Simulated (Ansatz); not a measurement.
The same molecule with X = F, Cl, Br. Ansatz, PBE0-D4/def2-TZVP geometries, multiplicity 1. Each molecule was computed in one conformer, which needn't be the lowest.

Scalar relativity is left out up to krypton.

| X | molecule | mean X–Ga bond length / Å | HOMO energy (PBE/def2-TZVPP) / eV | HOMO–LUMO gap (PBE0/def2-TZVPP) / eV | ideal-gas entropy at 298 K and 1 bar (rigid rotor, harmonic PBE0-D4/def2-TZVP) / J/(mol·K) |
| --- | --- | --- | --- | --- | --- |
| F | `[OH][Ga]([OH])[F]` | 1.743 | -7.60 | 8.04 | 319 |
| Br | `[OH][Ga]([OH])[Br]` | 2.265 | -7.37 | 7.43 | 342 |

Problem. Give the row for X = Cl, `[OH][Ga]([OH])[Cl]`. (An estimate is asked.)

Solution. Computed: 
| X | molecule | mean X–Ga bond length / Å | HOMO energy (PBE/def2-TZVPP) / eV | HOMO–LUMO gap (PBE0/def2-TZVPP) / eV | ideal-gas entropy at 298 K and 1 bar (rigid rotor, harmonic PBE0-D4/def2-TZVP) / J/(mol·K) |
| --- | --- | --- | --- | --- | --- |
| Cl | `[OH][Ga]([OH])[Cl]` | 2.121 | -7.52 | 8.04 | 330 |

From F to Br the mean X–Ga bond length rises at each step, by 0.522 Å in all; the HOMO energy (PBE/def2-TZVPP) rises at each step, by 0.23 eV in all; the HOMO–LUMO gap (PBE0/def2-TZVPP) isn't monotonic: highest at F, lowest at Br; the ideal-gas entropy at 298 K and 1 bar (rigid rotor, harmonic PBE0-D4/def2-TZVP) rises at each step, by 23 J/(mol·K) in all. Bonds lengthen as the atom grows down the group.

Spin–orbit coupling is left out; it splits and shifts lone-pair levels of the heavy atoms by tenths of an eV.
